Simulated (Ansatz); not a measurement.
Computed with Ansatz on PBE0-D4/def2-TZVP structures; ΔE is electronic, products minus reactants. CBS: MP2 limit from def2 TZ/QZ plus the TZ coupled-cluster correction, frozen cores. For Se outer-core shells are correlated without core-valence functions, which leaves a few kJ/mol of doubt a bond. Scalar relativity is left out up to krypton. One conformer a species, not always the lowest.

Consider the ligand exchange at the Se–C bond: `C=C([SiH3])[SeH]` + H₂Se → `[SeH][SeH]` + `C=C[SiH3]`.

| species | CCSD(T)/def2-TZVPP energy (Eh) |
| --- | --- |
| `C=C([SiH3])[SeH]` | -2768.81695 |
| H₂Se | -2401.31476 |
| `[SeH][SeH]` | -4801.44723 |
| `C=C[SiH3]` | -368.69416 |

Problem. Work out ΔE.

Solution. ΔE = (-4801.44723) + (-368.69416) − (-2768.81695) − (-2401.31476) = -0.00968 Eh = -0.26 eV. CCSD(T)/CBS gives -0.31 eV.

Largest T1 diagnostic among the species: 0.011.

In def2-TZVPP, CCSD(T) changes the Hartree–Fock value by +0.25 eV (the triples alone add +0.04 eV) and MP2 by +0.30 eV. The D4 term adds +0.07 eV with B3LYP and +0.04 eV with PBE0; it sums over pairs of atoms, weighted by their polarisabilities, and B3LYP, whose exchange is more repulsive, gets the larger term.

B3LYP here is the variant with VWN-RPA as its local correlation; programs differ in this.
